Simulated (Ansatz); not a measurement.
A nudged elastic band was laid between two geometries of C2H8AlN + H2 (14 atoms, charge 0, multiplicity 1).

All numbers below come from RKS B3LYP-D4/def2-SVP (Ansatz 0.2.0).

```
movable images  : 7
climbing image  : yes
spring          : 5.0 eV/Å²
optimiser       : quadratic models (default)
start path      : through a guess of the saddle point
force threshold : 0.05 eV/Å
iteration limit : 60
end points      : relaxed
```

First end point:

```xyz
14
Properties=species:S:1:pos:R:3
Al -1.774 0.527 0.538
N -0.312 -0.274 -0.118
C 0.474 -1.246 0.621
C 0.200 -0.045 -1.456
H -2.526 1.550 -0.405
H -2.207 0.153 2.013
H 1.235 1.674 0.806
H 1.791 2.155 1.011
H 0.057 -1.407 1.628
H 0.502 -2.227 0.107
H 1.525 -0.915 0.742
H -0.420 0.688 -1.996
H 0.217 -0.978 -2.055
H 1.238 0.344 -1.436
```

Last end point:

```xyz
14
Properties=species:S:1:pos:R:3
Al -1.298 0.976 0.874
N 0.379 0.204 -0.077
C 0.962 -0.926 0.674
C 0.102 -0.138 -1.487
H -1.624 2.200 -0.113
H -2.260 -0.308 0.799
H 1.048 0.979 -0.061
H -0.652 1.334 2.299
H 1.192 -0.602 1.698
H 0.222 -1.738 0.726
H 1.878 -1.304 0.191
H -0.279 0.750 -2.009
H -0.674 -0.917 -1.517
H 1.005 -0.510 -1.999
```

Problem. Which bonds break or form, and what moves?

Solution. Bonds broken: H7–H8. Bonds formed: Al1–H8, N2–H7. C2H8AlN + H2 becomes C2H10AlN.

Problem. What energy profile does the band end with?

Solution. The forces met the threshold. The highest image is number 3 of 0 to 8, 0.74 eV above the first end and 1.42 eV above the last; the last end lies 0.67 eV below the first. A vibrational analysis at the climbing image gives one clearly imaginary mode, 1153i cm⁻¹: a first-order saddle point. The orbitals stay closed-shell, which can raise the energy where a bond breaks towards radicals; this wasn't checked here.

| image | path coordinate (Å) | energy (eV) | H7–H8 (Å) | Al1–H8 (Å) | N2–H7 (Å) |
| --- | --- | --- | --- | --- | --- |
| 0 | 0.00 | 0.00 | 0.76 | 3.95 | 2.65 |
| 1 | 1.09 | 0.01 | 0.76 | 3.41 | 2.75 |
| 2 | 2.19 | 0.09 | 0.77 | 2.55 | 2.42 |
| 3 | 3.28 | 0.74 | 0.98 | 1.85 | 1.47 |
| 4 | 4.11 | -0.42 | 1.93 | 1.62 | 1.03 |
| 5 | 4.93 | -0.60 | 2.50 | 1.61 | 1.02 |
| 6 | 5.76 | -0.62 | 2.62 | 1.61 | 1.02 |
| 7 | 6.59 | -0.66 | 2.75 | 1.60 | 1.02 |
| 8 | 7.41 | -0.67 | 2.93 | 1.61 | 1.02 |

Problem. What is the geometry of the highest image?

Solution. 
```xyz
14
Properties=species:S:1:pos:R:3:forces:R:3
Al -1.360 0.896 0.703 -0.02 0.00 0.00
N 0.120 -0.062 -0.058 0.02 0.00 0.01
C 0.669 -1.234 0.608 0.00 0.00 -0.01
C 0.378 -0.034 -1.489 0.00 -0.01 0.00
H -2.215 1.724 -0.341 0.00 0.00 0.00
H -1.915 0.299 2.061 0.00 0.00 0.00
H 0.421 1.191 0.639 0.00 -0.01 -0.01
H 0.089 1.960 1.150 0.01 0.01 0.00
H 0.534 -1.157 1.698 0.00 0.00 0.00
H 0.178 -2.171 0.277 0.00 0.00 0.00
H 1.752 -1.342 0.407 0.00 0.00 0.00
H 0.015 0.909 -1.928 0.00 0.00 0.00
H -0.128 -0.864 -2.021 0.00 0.00 0.00
H 1.460 -0.116 -1.707 0.00 0.00 0.00
```

Problem. What are the harmonic wavenumbers there?

Solution. 1153i, 117, 179, 211, 224, 281, 345, 499, 564, 621, 695, 756, 895, 973, 1079, 1100, 1169, 1194, 1274, 1423, 1433, 1456, 1457, 1464, 1480, 1496, 1787, 1895, 1932, 1940, 2970, 2977, 3029, 3035, 3099, 3102 cm⁻¹.

The band took 16 iterations and roughly 12 core-minutes.

Run time: 6.1 min on 2 threads of Intel(R) Xeon(R) Platinum 8375C CPU @ 2.90GHz (Ice Lake), on a shared host, peak memory 0.26 GiB.
